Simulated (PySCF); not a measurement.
PySCF input file for 1-chlorocyclobutene (C₄H₅Cl), SMILES C1CC=C1Cl, TDDFT-PBE/def2-SVPD. The structure is a stationary point at PBE-D3(BJ)/def2-SVP.

```python
import numpy as np
from pyscf import gto, scf, dft, tdscf

mol = gto.M(
    atom='''
    Cl    0.00930350   -1.78659544   -0.00000000
    C    -0.06103045   -0.06321837   -0.00000000
    C    -1.07393224    0.83437829    0.00000000
    C    -0.10686657    2.00828958   -0.00000000
    C     1.05617221    0.95331515   -0.00000000
    H    -2.16952377    0.75454515    0.00000000
    H    -0.13742624    2.65493487   -0.90274120
    H    -0.13742624    2.65493487    0.90274120
    H     1.70007950    0.95555991   -0.90385130
    H     1.70007950    0.95555991    0.90385131
    ''',
    basis='def2-SVPD',
    charge=0,
    spin=0,
    symmetry=True,
    max_memory=1600,
    verbose=4,
)
mf = dft.RKS(mol, xc='pbe').density_fit(auxbasis='def2-universal-jkfit')
mf.grids.level = 3
mf.conv_tol = 1e-9
mf.max_cycle = 100
mf.kernel()
mf.grids = dft.Grids(mol).set(level=1).build(with_non0tab=True)  # coarser grid for the response kernel
td = tdscf.TDDFT(mf)
td.singlet = True
td.nstates = 10
td.conv_tol = 1e-4
td.positive_eig_threshold = 1e-6
td.kernel(x0=td.get_init_guess(mf, 15))
td.analyze()
tt = tdscf.TDA(mf)
tt.singlet = False
tt.nstates = 4
tt.conv_tol = 1e-4
tt.positive_eig_threshold = 1e-6
tt.kernel(x0=tt.get_init_guess(mf, 9))
tt.analyze(verbose=3)
```

Output:

```
PySCF version 2.14.0

[INPUT] verbose = 4
[INPUT] num. atoms = 10
[INPUT] num. electrons = 46
[INPUT] charge = 0
[INPUT] spin (= nelec alpha-beta = 2S) = 0
[INPUT] symmetry True subgroup None
[INPUT] Mole.unit = angstrom
[INPUT] Symbol           X                Y                Z      unit          X                Y                Z       unit  Magmom
[INPUT]  1 Cl     0.009303500000  -1.786595440000   0.000000000000 AA    0.017581067000  -3.376176076997   0.000000000000 Bohr   0.0
[INPUT]  2 C     -0.061030450000  -0.063218370000   0.000000000000 AA   -0.115330835759  -0.119465405341   0.000000000000 Bohr   0.0
[INPUT]  3 C     -1.073932240000   0.834378290000   0.000000000000 AA   -2.029437809941   1.576746452383   0.000000000000 Bohr   0.0
[INPUT]  4 C     -0.106866570000   2.008289580000   0.000000000000 AA   -0.201948549172   3.795117285018   0.000000000000 Bohr   0.0
[INPUT]  5 C      1.056172210000   0.953315150000   0.000000000000 AA    1.995876217277   1.801504543899   0.000000000000 Bohr   0.0
[INPUT]  6 H     -2.169523770000   0.754545150000   0.000000000000 AA   -4.099805746034   1.425883682119   0.000000000000 Bohr   0.0
[INPUT]  7 H     -0.137426240000   2.654934870000  -0.902741200000 AA   -0.259697955929   5.017099782858  -1.705933629361 Bohr   0.0
[INPUT]  8 H     -0.137426240000   2.654934870000   0.902741200000 AA   -0.259697955929   5.017099782858   1.705933629361 Bohr   0.0
[INPUT]  9 H      1.700079500000   0.955559910000  -0.903851300000 AA    3.212684644988   1.805746525514  -1.708031414332 Bohr   0.0
[INPUT] 10 H      1.700079500000   0.955559910000   0.903851310000 AA    3.212684644988   1.805746525514   1.708031433229 Bohr   0.0

nuclear repulsion = 200.128436428052
point group symmetry = Cs
symmetry origin: [-2.05405013e-09  5.34053046e-09  4.10810024e-10]
symmetry axis x: [ 1.00000000e+00 -2.62793675e-09  8.10847738e-10]
symmetry axis y: [-2.62793675e-09 -1.00000000e+00 -9.42877183e-11]
symmetry axis z: [-8.10847738e-10 -9.42877191e-11  1.00000000e+00]
num. orbitals of irrep A' = 97
num. orbitals of irrep A" = 50
number of shells = 63
number of NR pGTOs = 215
number of NR cGTOs = 147
basis = def2-SVPD
ecp = {}


[settings echo left out]
init E= -615.323865046895
HOMO (A") = -0.277795800257682  LUMO (A") = -0.086824177088189  gap/eV = 5.19660
cycle= 1 E= -614.900847927852  delta_E= 0.423  |g|= 0.389  |ddm|= 4.98
HOMO (A") = -0.169699673487287  LUMO (A") = 0.00807845860647172  gap/eV = 4.83759
cycle= 2 E= -614.812033774656  delta_E= 0.0888  |g|= 0.689  |ddm|= 1.36
HOMO (A") = -0.213653508561709  LUMO (A") = -0.0345299657384297  gap/eV = 4.87420
cycle= 3 E= -614.936065891887  delta_E= -0.124  |g|= 0.161  |ddm|= 1.06
HOMO (A") = -0.219867274283165  LUMO (A") = -0.0394732336789159  gap/eV = 4.90877
cycle= 4 E= -614.943318250138  delta_E= -0.00725  |g|= 0.0532  |ddm|= 0.351
HOMO (A") = -0.219968483400609  LUMO (A") = -0.0385060565321678  gap/eV = 4.93784
cycle= 5 E= -614.943958496368  delta_E= -0.00064  |g|= 0.0197  |ddm|= 0.112
HOMO (A") = -0.219968040675369  LUMO (A") = -0.0391233272889351  gap/eV = 4.92104
cycle= 6 E= -614.944055195529  delta_E= -9.67e-05  |g|= 0.00444  |ddm|= 0.0335
HOMO (A") = -0.21959786728813  LUMO (A") = -0.038653362290058  gap/eV = 4.92375
cycle= 7 E= -614.944059676979  delta_E= -4.48e-06  |g|= 0.0017  |ddm|= 0.00899
HOMO (A") = -0.219758489271893  LUMO (A") = -0.0388304479223063  gap/eV = 4.92330
cycle= 8 E= -614.94406046165  delta_E= -7.85e-07  |g|= 0.000173  |ddm|= 0.00393
HOMO (A") = -0.219750092133153  LUMO (A") = -0.0388247580007057  gap/eV = 4.92323
cycle= 9 E= -614.944060470704  delta_E= -9.05e-09  |g|= 2.7e-05  |ddm|= 0.000413
HOMO (A") = -0.21975037140438  LUMO (A") = -0.0388254808947819  gap/eV = 4.92322
cycle= 10 E= -614.944060470855  delta_E= -1.51e-10  |g|= 1.68e-05  |ddm|= 7.3e-05
HOMO (A") = -0.219750074714456  LUMO (A") = -0.0388247141094031  gap/eV = 4.92323
Extra cycle  E= -614.94406047073  delta_E= 1.24e-10  |g|= 2.79e-05  |ddm|= 5.61e-05
converged SCF energy = -614.94406047073
tot grids = 39400
Overwritten attributes  positive_eig_threshold  of <class 'pyscf.tdscf.rks.CasidaTDDFT'>


******** <class 'pyscf.tdscf.rks.CasidaTDDFT'> for <class 'pyscf.df.df_jk.DFSymAdaptedRKS'> ********
nstates = 10 singlet
deg_eia_thresh = 1.000e-03
wfnsym = None
conv_tol = 0.0001
eigh lindep = 1e-12
eigh level_shift = 0
eigh max_cycle = 100


Excitation energies (eV)
[6.10409059 6.18978137 6.24494972 6.39746962 6.69028643 6.9007928
 7.4293043  7.49331587 7.55713435 7.62231114]

** Singlet excitation energies and oscillator strengths **
Excited State   1:   A"      6.10409 eV    203.12 nm  f=0.0040
      23 -> 25        0.60319
      23 -> 26       -0.36729
Excited State   2:   A'      6.18978 eV    200.30 nm  f=0.1941
      20 -> 24       -0.15083
      23 -> 24        0.66560
      23 -> 29       -0.10852
Excited State   3:   A"      6.24495 eV    198.54 nm  f=0.0026
      23 -> 25       -0.36249
      23 -> 26       -0.60102
Excited State   4:   A"      6.39747 eV    193.80 nm  f=0.0000
      22 -> 24        0.70413
Excited State   5:   A"      6.69029 eV    185.32 nm  f=0.0002
      23 -> 27       -0.70336
Excited State   6:   A"      6.90079 eV    179.67 nm  f=0.0075
      23 -> 28       -0.70555
Excited State   7:   A'      7.42930 eV    166.89 nm  f=0.0423
      23 -> 29       -0.68695
Excited State   8:   A"      7.49332 eV    165.46 nm  f=0.0002
      19 -> 24       -0.36365
      21 -> 24        0.60393
Excited State   9:   A'      7.55713 eV    164.06 nm  f=0.0177
      22 -> 25        0.49841
      22 -> 26       -0.49318
Excited State  10:   A"      7.62231 eV    162.66 nm  f=0.0001
      19 -> 24       -0.59771
      21 -> 24       -0.35291
      23 -> 30        0.10422

** Transition electric dipole moments (AU) **
state          X           Y           Z        Dip. S.      Osc.
  1        -0.0000     -0.0000      0.1626      0.0264      0.0040
  2         0.6204     -0.9460      0.0000      1.2798      0.1941
  3        -0.0000     -0.0000      0.1312      0.0172      0.0026
  4         0.0000      0.0000      0.0087      0.0001      0.0000
  5         0.0000      0.0000     -0.0349      0.0012      0.0002
  6         0.0000      0.0000     -0.2104      0.0443      0.0075
  7         0.1537      0.4569     -0.0000      0.2324      0.0423
  8        -0.0000     -0.0000      0.0337      0.0011      0.0002
  9        -0.3082      0.0217     -0.0000      0.0954      0.0177
 10        -0.0000      0.0000     -0.0242      0.0006      0.0001

** Transition velocity dipole moments (imaginary part, AU) **
state          X           Y           Z        Dip. S.      Osc.
  1         0.0000      0.0000      0.0295      0.0009      0.0026
  2         0.1383     -0.2142      0.0000      0.0650      0.1906
  3         0.0000      0.0000      0.0351      0.0012      0.0036
  4        -0.0000     -0.0000      0.0011      0.0000      0.0000
  5        -0.0000     -0.0000     -0.0042      0.0000      0.0000
  6        -0.0000     -0.0000     -0.0691      0.0048      0.0125
  7         0.0442      0.1152     -0.0000      0.0152      0.0372
  8         0.0000     -0.0000      0.0098      0.0001      0.0002
  9        -0.0841      0.0043     -0.0000      0.0071      0.0170
 10        -0.0000      0.0000     -0.0082      0.0001      0.0002

** Transition magnetic dipole moments (imaginary part, AU) **
state          X           Y           Z
  1        -0.1769      0.3597      0.0000
  2        -0.0000     -0.0000     -0.2801
  3        -0.0657      0.3441      0.0000
  4         0.1086     -0.6627      0.0000
  5        -0.4701     -0.0015     -0.0000
  6         0.3735      0.2126     -0.0000
  7        -0.0000     -0.0000      0.3189
  8         0.0112      0.8302      0.0000
  9         0.0000      0.0000      0.2364
 10         1.0301     -0.1980     -0.0000
Overwritten attributes  positive_eig_threshold  of <class 'pyscf.tdscf.rks.TDA'>


******** <class 'pyscf.tdscf.rks.TDA'> for <class 'pyscf.df.df_jk.DFSymAdaptedRKS'> ********
nstates = 4 triplet
deg_eia_thresh = 1.000e-03
wfnsym = None
conv_tol = 0.0001
eigh lindep = 1e-12
eigh level_shift = 0
eigh max_cycle = 100


Excitation energies (eV)
[4.04334422 5.78399829 6.07170414 6.22424968]

** Triplet excitation energies and oscillator strengths **
Excited State   1:   A'      4.04334 eV    306.64 nm  f=0.0000
Excited State   2:   A"      5.78400 eV    214.36 nm  f=0.0000
Excited State   3:   A"      6.07170 eV    204.20 nm  f=0.0000
Excited State   4:   A"      6.22425 eV    199.20 nm  f=0.0000
```

The calculation finished and met its thresholds.

Cost: around 50 core-seconds (rough).
